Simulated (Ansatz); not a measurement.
Ansatz (a quantum-chemistry and plane-wave program) input:
A basis named .json is the Basis Set Exchange file of that set.

Ansatz 0.2 input:
```yaml
crystal:
  periodic: [false, false, false]
  atoms:
    - {symbol: C, position_ang: [-2.25150173, 0.16333615, -0.78193884]}
    - {symbol: C, position_ang: [-1.14270559, -0.04616039, 0.00078594]}
    - {symbol: C, position_ang: [0.15474489, 0.14723894, -0.43450615]}
    - {symbol: Cl, position_ang: [1.51284318, -0.12828966, 0.58252851]}
    - {symbol: H, position_ang: [-2.16327956, 0.49956437, -1.80697625]}
    - {symbol: H, position_ang: [-3.24579918, -0.00243630, -0.39424527]}
    - {symbol: H, position_ang: [-1.27785289, -0.38336846, 1.02303415]}
    - {symbol: H, position_ang: [0.40537211, 0.48067638, -1.43084296]}
basis:
  gaussian:
    orbitals: aug-cc-pV_D+d_Z.json
magnetization: {spin_polarized: true, initial_magnetization: 1}
correlation: {method: ccsd_t, electrons: outside_noble_gas}
output: {forces: true}
```

Task: Which total energy does the run end on?

Result: -576.01607 Eh (CCSD(T)/aug-cc-pV(D+d)Z). The basis has 137 functions.

It need not be the lowest isomer of its formula.

The determinant is spin-contaminated: <S^2> is 0.95 against 0.75 for a pure state.
